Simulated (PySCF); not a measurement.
# Working out the ionisation energy of Kr+

Kr+ [Ar] 3d10 4s2 4p5 (2P) → Kr(2+) [Ar] 3d10 4s2 4p4 (3P). Computed with PySCF 2.14 in def2-TZVPPD (7s6p5d1f, 57 functions), with no relativity, point nucleus. Frozen: [Ne]. Energies in hartree (1 hartree = 27.21139 eV):

| part | Kr+ (lower) | Kr(2+) (upper) |
| --- | --- | --- |
| UHF | -2751.522171 | -2750.668328 |
| MP2 opposite-spin | -0.215195 | -0.191579 |
| MP2 same-spin | -0.094813 | -0.086458 |

Q: What does Hartree-Fock give?

A: (-2750.668328) − (-2751.522171) = 0.853843 hartree = 23.234 eV.

Q: What do MP2 and SCS-MP2 (6/5 opposite-spin, 1/3 same-spin) give?

A: The opposite-spin parts differ by 0.643 eV and the same-spin parts by 0.227 eV. MP2: 23.234 + (0.643) + (0.227) = 24.104 eV. SCS-MP2: 23.234 + 1.2 × (0.643) + (0.227)/3 = 24.081 eV.

A first-order spin-orbit estimate adds -0.022 eV to MP2 (valence and next inner shell), giving 24.082 eV against 24.360 eV (measured; NIST Atomic Spectra Database, ionization energies).

The calculation is non-relativistic.

What remains against the reference includes basis incompleteness, the frozen core and correlation beyond second order.
